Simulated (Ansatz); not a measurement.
Consider the redistribution: `N[SiH2][CH2][GaH2]` + `OC([SiH3])Cl` → `N[SiH2]C(O)Cl` + `[SiH3][CH2][GaH2]`.

Calculated with Ansatz (gas phase, PBE0-D4/def2-TZVP geometries, no zero-point term in ΔE). CCSD(T)/CBS is the MP2 limit (def2-TZVPP, def2-QZVPP) plus CCSD(T) − MP2 in def2-TZVPP, frozen cores. DFT in def2-TZVPP. HSE06 is defined as in plane-wave codes. For Ga outer-core shells are correlated without core-valence functions, which leaves a few kJ/mol of doubt a bond. Scalar relativity is left out up to krypton. One conformer a species, not always the lowest.

```tsv
level	ΔE (kcal/mol)	difference from CCSD(T)/CBS
r2SCAN-D4	-4.0	-1.2
PBE0-D4	-3.7	-0.9
r2SCAN0-D4	-3.5	-0.7
BHLYP-D4	-2.8	0.0
CAM-B3LYP-D4	-3.1	-0.3
revPBE	-3.2	-0.4
r2SCAN	-3.9	-1.1
PBE0	-3.3	-0.5
r2SCANh	-3.7	-0.9
HSE06	-3.3	-0.5
CAM-B3LYP	-2.7	0.1
HF/def2-SVP	-2.0	0.8
MP2/def2-SVP	-3.9	-1.1
HF/def2-TZVPP	-0.8	2.0
CCSD/def2-TZVPP	-2.5	0.3
CCSD(T)/def2-TZVPP	-3.0	-0.2
CCSD(T)/CBS	-2.8	0
```

(1) What do rigid-rotor, harmonic-oscillator terms from PBE0-D4/def2-TZVP frequencies (298.15 K, 1 bar) make of the CCSD(T)/CBS value? (An estimate is asked.)

Largest T1 diagnostic among the species: 0.012.

Results:

(1) Computed: ΔZPE = +0.7 kcal/mol, ΔH = -2.4 kcal/mol, ΔS = -13 J/(mol·K), ΔG = -1.5 kcal/mol. Modes under 50 cm⁻¹ make the entropy rough.

From BLYP to BHLYP (50 % exact exchange), in def2-TZVPP and without D4, ΔE moves by +0.8 kcal/mol. In def2-TZVPP, CCSD(T) changes the Hartree–Fock value by −2.2 kcal/mol (the triples alone add −0.5 kcal/mol) and MP2 by −2.2 kcal/mol. The D4 term adds −0.7 kcal/mol with B3LYP and −0.4 kcal/mol with PBE0; it sums over pairs of atoms, weighted by their polarisabilities, and B3LYP, whose exchange is more repulsive, gets the larger term.

CCSD(T)/CBS has its own doubt, a few kJ/mol and more with outer-core shells, so smaller differences from it don't rank the levels.

B3LYP here is the variant with VWN-RPA as its local correlation; programs differ in this.
